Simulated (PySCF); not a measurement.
**Name the molecule from its bond curve**

A diatomic of charge 0 contains Ta. Its quintet curve at UHF-CCSD(T) in a triple-zeta basis (scalar-relativistic core potentials, PySCF), in eV from the separated fragments:

```csv
R (Å),E (eV)
2.070,-3.420
2.231,-3.968
2.300,-4.015
2.369,-3.988
2.461,-3.870
2.576,-3.635
```

The fit gives ωe = 374 cm⁻¹ and the rotational constant Bₑ = 0.1081 cm⁻¹.

Q: Which atom is the partner?

A: The minimum lies at 2.306 Å, so the reduced mass is 16.8576 u Å² cm⁻¹/(Bₑ·Re²) = 29.33 u. With Ta at 180.95 u the partner weighs about 35.0 u: Cl. The molecule is TaCl.

Correlated steps freeze 5 core orbitals. Spin–orbit coupling is left out. With d or f electrons several states lie close, and the lowest PBE0 determinant need not be the measured ground state.
